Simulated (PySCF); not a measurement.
# C15H18O3: Orbital levels and atomic charges

System: C15H18O3 (nanocrystal C surface).

Cartesian coordinates (Å):
```
  1 C    -1.200   -1.657   -1.656
  2 C    -1.103    0.000    0.000
  3 C    -1.201    1.657    1.656
  4 C     0.635   -1.777   -0.002
  5 C    -0.306   -2.615   -0.862
  6 C     0.634    1.777    0.002
  7 C     0.635   -0.003   -1.777
  8 C     1.517   -0.840   -0.840
  9 C    -0.307   -0.863   -2.614
 10 C    -0.225    0.893   -0.894
 11 C    -0.308    2.615    0.862
 12 C     0.635    0.003    1.777
 13 C     1.516    0.840    0.840
 14 C    -0.224   -0.894    0.894
 15 C    -0.308    0.863    2.614
 16 O    -1.946   -0.801   -0.800
 17 O     2.296    0.001    0.000
 18 O    -1.946    0.800    0.800
 19 H    -1.965   -2.211   -2.209
 20 H    -1.966    2.210    2.209
 21 H     1.278   -2.419    0.611
 22 H    -0.918   -3.245   -0.214
 23 H     0.246   -3.255   -1.550
 24 H     1.277    2.419   -0.611
 25 H     1.278    0.610   -2.419
 26 H     2.253   -1.413   -1.413
 27 H    -0.919   -0.215   -3.245
 28 H     0.246   -1.552   -3.254
 29 H    -0.891    1.509   -1.510
 30 H    -0.921    3.244    0.213
 31 H     0.244    3.256    1.550
 32 H     1.278   -0.609    2.419
 33 H     2.252    1.414    1.413
 34 H    -0.890   -1.509    1.510
 35 H    -0.920    0.214    3.244
 36 H     0.244    1.551    3.255
```

Method: wB97X-D/6-31G*, gas phase, PySCF, fitting set def2-universal-JFIT up to Ne and JKFIT beyond, grid level 1.

(1) Give the orbital energies near the gap.

(2) Give the partial charges of the non-hydrogen atoms.

## Answers

(1) 
| orbital | eV |
| --- | --- |
| HOMO-4 | -9.96 |
| HOMO-3 | -9.38 |
| HOMO-2 | -9.33 |
| HOMO-1 | -8.77 |
| HOMO | -8.17 |
| LUMO | 4.02 |
| LUMO+1 | 4.60 |
| LUMO+2 | 4.87 |
| LUMO+3 | 5.26 |

(2) 
```json
{"atom": "C1", "Mulliken": "0.09", "IAO": "0.09", "Hirshfeld": "0.05"}
{"atom": "C2", "Mulliken": "0.58", "IAO": "0.40", "Hirshfeld": "0.14"}
{"atom": "C3", "Mulliken": "0.09", "IAO": "0.09", "Hirshfeld": "0.05"}
{"atom": "C4", "Mulliken": "-0.17", "IAO": "-0.13", "Hirshfeld": "-0.03"}
{"atom": "C5", "Mulliken": "-0.32", "IAO": "-0.27", "Hirshfeld": "-0.07"}
{"atom": "C6", "Mulliken": "-0.17", "IAO": "-0.13", "Hirshfeld": "-0.03"}
{"atom": "C7", "Mulliken": "-0.17", "IAO": "-0.13", "Hirshfeld": "-0.03"}
{"atom": "C8", "Mulliken": "0.11", "IAO": "0.08", "Hirshfeld": "0.04"}
{"atom": "C9", "Mulliken": "-0.32", "IAO": "-0.27", "Hirshfeld": "-0.07"}
{"atom": "C10", "Mulliken": "-0.19", "IAO": "-0.14", "Hirshfeld": "-0.04"}
{"atom": "C11", "Mulliken": "-0.32", "IAO": "-0.27", "Hirshfeld": "-0.07"}
{"atom": "C12", "Mulliken": "-0.17", "IAO": "-0.13", "Hirshfeld": "-0.03"}
{"atom": "C13", "Mulliken": "0.11", "IAO": "0.08", "Hirshfeld": "0.04"}
{"atom": "C14", "Mulliken": "-0.19", "IAO": "-0.14", "Hirshfeld": "-0.04"}
{"atom": "C15", "Mulliken": "-0.32", "IAO": "-0.27", "Hirshfeld": "-0.07"}
{"atom": "O16", "Mulliken": "-0.53", "IAO": "-0.40", "Hirshfeld": "-0.17"}
{"atom": "O17", "Mulliken": "-0.52", "IAO": "-0.42", "Hirshfeld": "-0.17"}
{"atom": "O18", "Mulliken": "-0.53", "IAO": "-0.40", "Hirshfeld": "-0.17"}
```
